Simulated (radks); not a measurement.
Results of a calculation; reference values are marked as such.
All-electron atom: Rh+ in [Kr] 4d8 (the NIST ground configuration). Level of theory: non-relativistic Kohn-Sham, LDA (Slater exchange, Perdew-Wang correlation), spin-unpolarised, spherical densities, point nucleus; relativity is left out, which matters for an element this heavy (a radial shooting solver on a logarithmic mesh with Libxc functionals).

Radial electron density D(r) = 4 pi r^2 rho(r):

```
   r/bohr * D(r) (the largest magnitude, 70.6, reaches the edge; | marks zero)
 0.001463 |*
 0.001676 | *
 0.001905 | *
 0.002182 | *
   0.0025 |  *
 0.002864 |   *
 0.003281 |    *
 0.003759 |     *
 0.004307 |       *
 0.004895 |         *
 0.005608 |           *
 0.006425 |             *
 0.007361 |                *
 0.008434 |                    *
 0.009662 |                       *
  0.01107 |                           *
  0.01258 |                               *
  0.01441 |                                   *
  0.01651 |                                      *
  0.01892 |                                         *
  0.02168 |                                          *
  0.02483 |                                           *
  0.02845 |                                          *
  0.03234 |                                         *
  0.03705 |                                       *
  0.04245 |                                     *
  0.04863 |                                     *
  0.05572 |                                      *
  0.06383 |                                         *
  0.07313 |                                              *
  0.08312 |                                                  *
  0.09523 |                                                     *
   0.1091 |                                                      *
    0.125 |                                                   *
   0.1432 |                                              *
   0.1641 |                                        *
    0.188 |                                    *
   0.2136 |                                    *
   0.2448 |                                      *
   0.2804 |                                          *
   0.3213 |                                           *
   0.3681 |                                       *
   0.4217 |                                *
   0.4831 |                       *
   0.5491 |                *
   0.6291 |           *
   0.7207 |          *
   0.8257 |           *
    0.946 |           *
    1.084 |           *
    1.242 |         *
    1.411 |      *
    1.617 |    *
    1.852 |  *
    2.122 | *
    2.431 |*
    2.786 |*
    3.192 *
    3.627 *
    4.156 *
    4.761 *
    5.455 *
```

D(r) has 4 maxima, at r = 0.0244, 0.105, 0.311, 0.938 bohr, and minima at 0.0475, 0.205, 0.715 bohr, inside which lie 2.04, 11.28, 29.04 electrons.
